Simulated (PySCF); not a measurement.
**Basis-set dependence of MgTl⁺ at PBE0**

PySCF, UKS reference; singlet, unpaired electrons none; De to Mg + Tl⁺ without counterpoise correction.

```tsv
basis	relativity	functions	Re (Å)	ωe (cm⁻¹)	De (eV)	μ (D)
cc-pVDZ/cc-pVDZ-PP	scalar-relativistic core potentials	41	3.331	126	n/a	-5.15
def2-SVP	scalar-relativistic core potentials	44	3.348	122	n/a	-5.20
aug-cc-pVDZ/aug-cc-pVDZ-PP	scalar-relativistic core potentials	59	3.334	125	n/a	-5.13
```

Question: How does each smaller set differ from the one with most functions, aug-cc-pVDZ/aug-cc-pVDZ-PP?

Answer: cc-pVDZ/cc-pVDZ-PP: -0.3 pm, +0.8 % in ωe; def2-SVP: +1.4 pm, -2.4 % in ωe. All at PBE0; the set with most functions is neither the basis-set limit nor always the best.

A positive dipole points towards Tl; it is taken about the centre of mass and depends on that origin. Closed-shell solutions of metal pairs were not tested for spin polarisation, which can lower them a little. Spin–orbit coupling is left out.
